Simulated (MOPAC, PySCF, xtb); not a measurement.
Bond stretch in SMILES [CH3][GeH3]. The Ge2–H8 bond (Ge2 also carries C, H, H; H8 carries nothing else) is varied alone, starting from the PBE0/def2-TZVP optimised geometry. Each curve is given relative to its own lowest point near equilibrium.

| R / Å | A | B | C |
|---|---|---|---|
| 1.17 | 201.8 | 184.5 | 179.3 |
| 1.25 | 88.5 | 99.6 | 97.4 |
| 1.32 | 36.2 | 51.8 | 49.7 |
| 1.39 | 10.1 | 22.2 | 19.8 |
| 1.44 | 2.0 | 9.5 | 7.3 |
| 1.51 | 0.0 | 1.0 | 0.0 |
| 1.54 | 1.6 | 0.0 | 0.0 |
| 1.58 | 5.4 | 0.7 | 2.4 |
| 1.64 | 14.0 | 5.6 | 10.5 |
| 1.71 | 27.2 | 15.6 | 25.6 |
| 1.80 | 47.6 | 33.7 | 51.5 |
| 1.93 | 80.3 | 66.3 | 97.5 |
| 2.09 | 121.1 | 111.6 | 160.7 |
| 2.29 | 168.9 | 169.7 | 241.1 |
| 2.53 | 220.4 | 235.3 | 330.6 |
| 2.78 | 266.4 | 295.8 | 410.1 |
| 3.04 | 306.9 | 349.4 | 476.8 |
| 3.41 | 353.9 | 410.5 | 546.5 |
| 3.81 | 394.3 | 459.5 | 596.8 |
| 4.12 | 419.6 | 487.7 | 623.7 |
| 4.59 | 449.1 | 517.6 | 651.8 |

Energies in kJ/mol.

Problem. Match the curves with the methods GFN1-xTB in xtb 6.7.1; MOPAC with PM6, restricted, heats of formation; restricted B3LYP/3-21G in PySCF.

Solution. A is GFN1-xTB; B is RKS-B3LYP/3-21G; C is PM6.

The restricted form behind PM6, RKS-B3LYP/3-21G keeps the bonding electrons paired and can't separate into open-shell fragments.
